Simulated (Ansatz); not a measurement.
Al6Cu4, relaxed as a singlet with RKS PBE-D4/def2-SVP in Ansatz, starting from the GFN2-xTB geometry. Force threshold 0.03 eV/Å.

The restricted singlet is unstable towards broken spin symmetry in Hartree–Fock (as tested in another run); at PBE-D4/def2-SVP this wasn't settled. Another isomer (singlet) lies 0.21 eV lower at PBE0-D4/def2-TZVP; other spin states weren't run for this one.

Start:

```xyz
10

Cu    2.5515   -1.0287    0.1181
Cu   -1.3234    1.8243   -1.6265
Cu    1.7351    1.2005    1.1925
Cu    0.3946    2.7003   -0.1620
Al    0.5003   -0.9672    1.6544
Al   -1.8383   -1.7263    0.8813
Al   -1.1686    0.8419    0.8273
Al    0.2653   -2.3472   -0.5433
Al    0.6139    0.2101   -0.8873
Al   -1.7303   -0.7078   -1.4546
```

Question: Estimate the energy that the relaxation releases and the steps that it takes.

Answer: 40.1 kcal/mol, in 15 steps; 69 s on 4 threads of Intel Xeon Platinum 8488C on a shared host. No frequencies were taken in this run, so the end may be a saddle point.

Question: Does the start keep its bonding and symmetry?

Answer: Bonds lost: Al5–Al9, Al6–Al8, Al7–Al9, Al9–Al10 (atoms count from 1).

Question: Predict the relaxed structure.

Answer: 
Cartesian coordinates in Å:
```
Cu 2.3615 -0.9047 0.1527
Cu -1.1703 1.3927 -1.6106
Cu 1.3744 0.9958 1.2791
Cu 0.3545 2.6366 -0.1846
Al 0.2951 -1.2247 1.3967
Al -2.4311 -1.6062 1.6600
Al -1.0638 0.9027 0.8333
Al 0.7102 -1.9599 -1.2239
Al 1.1499 0.6725 -1.2889
Al -1.5804 -0.9047 -1.0138
```
Bond lengths (bridged metal pairs left out): 11 × Al–Cu 2.39 to 2.60 Å; 7 × Al–Al 2.53 to 2.89 Å; 3 × Cu–Cu 2.42 to 2.43 Å.
